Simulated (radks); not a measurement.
Values are calculated unless marked as measured or tabulated.
Initial-state core-level shifts of neutral technetium when its valence configuration changes from [Kr] 4d5 5s2. Code: a radial shooting solver on a logarithmic mesh with Libxc functionals. Model: Dirac Kohn-Sham, LDA (Slater exchange, Perdew-Wang correlation), spin-unpolarised, spherical densities, point nucleus; open shells fill j = l - 1/2 first. Shifts are changes of the shell-averaged eigenvalues in eV (positive: less bound).

4d4.5 5s2 5p0.5: 1s -2.438; 2s -2.558; 2p -2.547; 4s -2.349
4d4 5s2 5p1: 1s -4.960; 2s -5.221; 2p -5.199; 4s -4.735
4d5 5s1 5p1: 1s -1.369; 2s -1.337; 2p -1.337; 4s -1.367
4d6 5s1: 1s +3.028; 2s +3.248; 2p +3.231; 4s +2.959
4d6 5p1: 1s +1.655; 2s +1.922; 2p +1.903; 4s +1.575
4d7: 1s +5.388; 2s +5.775; 2p +5.744; 4s +5.350
4d5 5s1.5 5p0.5: 1s -0.706; 2s -0.689; 2p -0.689; 4s -0.705
4d5 5p2: 1s -2.589; 2s -2.528; 2p -2.527; 4s -2.586
4d4.5 5s1.5 5p1: 1s -3.098; 2s -3.205; 2p -3.194; 4s -3.004
